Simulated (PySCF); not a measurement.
- NMR shieldings at PBE0/pcSseg-1/GIAO
- coordinates at the PBE0-D3(BJ)/def2-SVP level
- program: PySCF
- non-relativistic Hamiltonian, equivalent nuclei averaged, one computed conformer, isolated molecule

Chemical shifts δ = σref − σ; 1H (σref 31.27) and 13C (σref 184.41) against TMS, all at this level. Carbons bonded to boron are broad in practice. Shifts are as computed. Against solution values, carbons near 30 ppm lie about +2 ppm off and those near 130 ppm about +5 ppm; carbons on Cl a further +5 ppm. Of 1211 compounds with measured shifts, 218 miss one by over three times the rms of a fit or turn the order of signals round; such compounds aren't used in these exercises. Carbons bonded to Cl come out too deshielded.

Task: Order these molecules by the shift of their most shielded carbon-bound hydrogen, lowest δ first.
A. FC(Cl)Cl
B. [BH3-][N+]#CCOC(F)F
C. N#C/C=C\Cl
D. C=C(Cl)C#N

Result: B (4.41 ppm, hydrogen on an sp3 CH2 bonded to O, α to a nitrile), C (5.48 ppm, hydrogen on an alkene CH), D (6.27 ppm, hydrogen on a terminal =CH2 carbon), A (7.28 ppm, hydrogen on an sp3 CH bonded to 2 Cl and F).

Task: How many 13C and 1H signals does each give (equivalence by symmetry and fast rotation, but not about amide C–N or C=N bonds)? `[BH3-][N+]#CCOC(F)F`, `N#C/C=C\Cl`, `FC(Cl)Cl`, `C=C(Cl)C#N`

Result: [BH3-][N+]#CCOC(F)F: 3 C, 3 H; N#C/C=C\Cl: 3 C, 2 H; FC(Cl)Cl: 1 C, 1 H; C=C(Cl)C#N: 3 C, 2 H.
